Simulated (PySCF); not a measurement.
# Shifts of the heteroatoms

Atoms are numbered as in `[CH3:1][CH2:2][CH2:3][O:4][SiH:5]([NH2:6])[NH2:7]` (H(Xn): hydrogen on atom n).

[PySCF 2.14: NMR shieldings at PBE0/pcSseg-1/GIAO; GFN2-xTB structure; averaged over atoms made equivalent by symmetry, fast rotation or ring inversion; one computed conformer; relativity neglected; no solvent model]

Task: Predict the ²⁹Si NMR data.

Result: 
```json
{"atoms": "Si5", "environment": "silicon bonded to 2 N, O, H", "σ (ppm)": "380.9", "δ (ppm)": "-33.1"}
```

Shieldings were converted by a linear fit to measured shifts: ²⁹Si: δ = 279.94 − 0.822σ (rms 8.9 ppm, 72 shifts, 25.8 ppm with the 6 outliers that the fit left out vs TMS, solution or neat liquid). A few per cent of atoms miss by over 2 rms, more outside the fitted compound classes.

On a 500 MHz spectrometer ²⁹Si resonates near 99.3 MHz, so 1 ppm is 99.3 Hz.

Task: Where does ¹⁵N resonate?

Result: 
| atoms | environment | σ (ppm) | δ (ppm) |
| --- | --- | --- | --- |
| N6/N7 | nitrogen bonded to Si, 2 H | 240.0 | -369.2 |

Shieldings were converted by a linear fit to measured shifts: ¹⁵N: δ = -148.07 − 0.921σ (rms 6.3 ppm, 71 shifts vs CH3NO2, solution or neat liquid). Occasional misses reach two or three times the rms, and more in compound classes unlike the fitted ones.

On a 300 MHz spectrometer ¹⁵N resonates near 30.4 MHz, so 1 ppm is 30.4 Hz.

Task: Predict the ¹⁷O NMR data.

Result: 
```tsv
atoms	environment	σ (ppm)	δ (ppm)
O4	oxygen bonded to C, Si	290.2	2.4
```

Shieldings were converted by a linear fit to measured shifts: ¹⁷O: δ = 266.70 − 0.911σ (rms 10.7 ppm, 155 shifts, 12.2 ppm with the 3 outliers that the fit left out vs liquid water, solution or neat liquid). Occasional misses reach two or three times the rms, and more in compound classes unlike the fitted ones.

On a 500 MHz spectrometer ¹⁷O resonates near 67.8 MHz, so 1 ppm is 67.8 Hz.
